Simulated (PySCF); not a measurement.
Si(H)2(Me)2 (C2H8Si), SMILES C[SiH2]C. Heavy atoms are numbered as in [SiH2:1]([CH3:2])[CH3:3]. Hydrogens are named by the atom that carries them.

Geometry optimised at B3LYP-D3(BJ)/def2-SVP. The isomer is the one that the SMILES or the coordinates give; other isomers of the formula were not compared.

These are KT2/pcSseg-1 (PySCF) values and carry that method's errors.

GIAO shieldings, no solvent; atoms alike by connectivity are averaged. δ = σ(ref) − σ: ²⁹Si against TMS (σ = 361.9 ppm); ¹³C against TMS (σ = 185.1 ppm); ¹H against TMS (σ = 31.47 ppm), references at their B3LYP-D3(BJ)/def2-TZVP geometries, non-relativistic.

```json
[
 {"nucleus": "²⁹Si", "atoms": "Si1 (SiH2)", "count": "1", "δ (ppm)": "-40.7"},
 {"nucleus": "¹³C", "atoms": "C2 (CH3)", "count": "2", "δ (ppm)": "-3.4"},
 {"nucleus": "¹H", "atoms": "H on Si1", "count": "2", "δ (ppm)": "4.45"},
 {"nucleus": "¹H", "atoms": "H on C2", "count": "6", "δ (ppm)": "0.47"}
]
```
